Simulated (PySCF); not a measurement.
C4H7FO, SMILES C(C)O/C=C\F.

Geometry optimised at B3LYP-D3(BJ)/def2-SVP. The structure was generated by enumeration; whether it is a known compound was not checked. One conformer was computed; it need not be the lowest.

Calculation: HF/def2-TZVP (PySCF).

The molecule is in vacuum.

Q: Estimate the frontier levels, gap, dipole moment and polarisability. (Estimate from the structure and the level; the computed values follow.)

A: 
highest occupied level: -9.41 eV
lowest empty level: 3.87 eV
orbital gap: 13.28 eV
dipole moment: 0.47 D
quadrupole, principal values (traceless, Buckingham form, about the centre of nuclear charge): -6.49, -2.45, 8.94 D·Å
mean static polarisability: 51.4 bohr³ (7.62 Å³)
polarisability, principal values: 40.5, 49.8, 64.0 bohr³
